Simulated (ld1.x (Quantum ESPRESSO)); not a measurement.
**Configuration tests for ruthenium (Ru) (TM)**

- Element: Ru (Z = 44)
- Generator: ld1.x (Quantum ESPRESSO) 7.5
- Type: norm-conserving Troullier–Martins (Kleinman–Bylander form)
- Functional: PBE
- Relativity: scalar-relativistic
- Frozen core: [Ar] 3d10
- Valence charge: 16
- Reference configuration: 4s2 4p6 4d7 5s0.5 5p0 (charge +0.5)
- Partial waves: 4s (bound): rc 1.10 bohr; 4p (bound): rc 1.00 bohr; 4f channel at -0.05 Ry: rc 1.10 bohr; 4d (bound): rc 1.30 bohr
- Local potential: the d channel
- Core correction: none

Occupied shells without a wave of their own: 5s. They enter only through the test configuration that unscreens the potential.

Energies are relative to the spin-unpolarised reference configuration 4s2 4p6 4d7 5s0.5 5p0; without spin polarisation the order of configurations can differ from experiment.

**Question.** Give the all-electron excitation energy and the error of the potential for: 4s2 4p6 4d7 5s1 5p0; 4s2 4p6 4d7 5s0 5p0; 4s2 4p6 4d6 5s0 5p0; 4s2 4p6 4d4 5s0 5p0; 4s2 4p6 4d6 5s1 5p1; 4s2 4p6 4d6 5s2 5p0; 4s2 4p6 4d8 5s0 5p0.

**Answer.**

| valence configuration | charge | ΔE all-electron (eV) | error AE − PS (meV) |
| --- | --- | --- | --- |
| 4s2 4p6 4d7 5s1 5p0 | 0 | -2.863 | -0.2 |
| 4s2 4p6 4d7 5s0 5p0 | +1 | 4.429 | +0.1 |
| 4s2 4p6 4d6 5s0 5p0 | +2 | 22.615 | +0.5 |
| 4s2 4p6 4d4 5s0 5p0 | +4 | 97.750 | +11 |
| 4s2 4p6 4d6 5s1 5p1 | 0 | 2.790 | +4.1 |
| 4s2 4p6 4d6 5s2 5p0 | 0 | -1.162 | 0.0 |
| 4s2 4p6 4d8 5s0 5p0 | 0 | -3.196 | -0.4 |
